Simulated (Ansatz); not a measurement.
# Cost against result

Saddle point of HfH₂ClF₃, closed shell (HfClF₃ ([F][Hf]([F])([F])[Cl]) + H₂ → HfHF₃ ([F][HfH]([F])[F]) + HCl (still joined by a long Hf–Cl bond); bonds formed: Hf1–H7, Cl2–H6; bonds broken: H6–H7; bonds weakened to dative contacts: Hf1–Cl2), PBE0-D4/def2-TZVP structure:

```
atom    x (Å)    y (Å)    z (Å)
 Hf1  -0.5362   0.1258  -0.4679
 Cl2   2.1414  -0.2347   0.7380
  F3   0.0711  -1.2959  -1.5689
  F4  -2.3901   0.2552  -0.8063
  F5   0.1556   1.8564  -0.8251
  H6   1.1480  -0.4031   1.5693
  H7  -0.5899  -0.3039   1.3609
```

Barriers are electronic and count from the start structure reached by relaxing down the imaginary mode.

Program: Ansatz 0.2.0. Basis: as named in each row. Cores are frozen in the correlated methods. Core potentials replace the inner electrons of the atoms past krypton. B3LYP uses VWN-RPA correlation. Extrapolation: Hartree–Fock as exp(−7.88 √X), correlation as X^−2.97.

Times are rough, for one single point on 8 threads of a shared host (AMD EPYC 9R45).

The estimate by CCSD(T) at an estimated basis limit (MP2 extrapolated from triple and quadruple zeta, plus CCSD(T) − MP2 in triple zeta) is 172.5 kJ/mol.

| method | basis | time (s) | barrier (kJ/mol) | method less estimate |
| --- | --- | --- | --- | --- |
| SPW92 | def2-SVP | under 1 | 145.2 | -27.2 |
| PBE-D4 | def2-SVP | under 1 | 158.6 | -13.9 |
| SPW92 | def2-TZVPP | under 1 | 147.5 | -25.0 |
| PBE0-D4 | def2-SVP | under 1 | 161.8 | -10.6 |
| PBE-D4 | def2-TZVPP | under 1 | 162.3 | -10.2 |
| BLYP-D4 | def2-TZVPP | under 1 | 166.9 | -5.5 |
| B3LYP-D4 | def2-TZVPP | under 1 | 168.7 | -3.7 |
| BHLYP-D4 | def2-TZVPP | under 1 | 171.8 | -0.6 |
| PBE0-D4 | def2-TZVPP | under 1 | 165.3 | -7.2 |
| CAM-B3LYP-D4 | def2-TZVPP | under 1 | 166.5 | -6.0 |
| r2SCAN-D4 | def2-TZVPP | under 1 | 173.3 | 0.8 |
| r2SCAN0-D4 | def2-TZVPP | under 1 | 172.7 | 0.3 |
| PBE-QIDH | def2-TZVPP | 1 | 171.8 | -0.7 |
| wB97M-V | def2-SVP | 1 | 160.4 | -12.0 |
| B2PLYP | def2-TZVPP | 1 | 173.3 | 0.9 |
| RPA on PBE | def2-TZVPP | 1 | 163.6 | -8.9 |
| B97M-V | def2-TZVPP | 1 | 162.0 | -10.5 |
| wB97X-V | def2-TZVPP | 1 | 168.5 | -4.0 |
| CCSD(T) | def2-SVP | 2 | 163.1 | -9.4 |
| wB97M-V | def2-TZVPP | 2 | 167.3 | -5.1 |
| MP2 | def2-QZVPP | 2 | 180.2 | 7.7 |
| CCSD(T) | def2-TZVPP | 25 | 168.6 | -3.9 |

All methods are single points on the PBE0-D4 structures.

The T1 diagnostic stays at or below 0.017.

Labels in which every atom is bracketed show which atoms are joined, not bond orders.
